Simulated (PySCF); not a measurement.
**`[C-]#[N+]c1ccccc1F`, C7H4FN**

Geometry:
```
atom   x (Å)   y (Å)   z (Å)
  C1   3.546   0.492  -0.219
  N2   2.391   0.339  -0.147
  C3   1.047   0.160  -0.064
  C4   0.197   1.258   0.052
  C5  -1.169   1.070   0.137
  C6  -1.704  -0.209   0.107
  C7  -0.873  -1.310  -0.011
  C8   0.493  -1.121  -0.095
  F9   1.301  -2.189  -0.210
 H10   0.625   2.249   0.073
 H11  -1.820   1.926   0.226
 H12  -2.771  -0.351   0.174
 H13  -1.265  -2.314  -0.039
```

Method used: PySCF 2.14.0, TDDFT wB97X-D/aug-cc-pVDZ excited states, vertical, gas phase. Geometry: GFN2-xTB.

(1) Give the one- and two-photon strengths of the lowest singlets.

Results:

(1) δ for parallel linear polarisation; σ at the peak of a Lorentzian of half width 0.1 eV, single beam; Ω is circular over linear.
| state | E (eV) | f | photon λ (nm) | δ (au) | σ (GM) | Ω | main |
| --- | --- | --- | --- | --- | --- | --- | --- |
| S1 | 5.22 | 0.039 | 475 | 15.5 | 0.15 | 1.40 | HOMO→LUMO 0.40, HOMO−1→LUMO 0.27 |
| S2 | 5.78 | 0.193 | 429 | 14.4 | 0.18 | 0.67 | HOMO→LUMO 0.44, HOMO−1→LUMO 0.32 |
| S3 | 6.74 | 0.430 | 368 | 20.9 | 0.35 | 0.18 | HOMO→LUMO+2 0.58, HOMO−1→LUMO 0.37 |
| S4 | 6.83 | 0.618 | 363 | 7.27 | 0.12 | 1.31 | HOMO−1→LUMO+2 0.81, HOMO→LUMO 0.11 |
| S5 | 6.93 | 0.008 | 358 | 21.1 | 0.37 | 1.50 | HOMO→LUMO+1 0.61, HOMO→LUMO+7 0.10 |

Among these, the strongest one-photon state is S4, the strongest two-photon state S5, with a dipole change of 4.3 D (relaxed, norm of the difference vector).
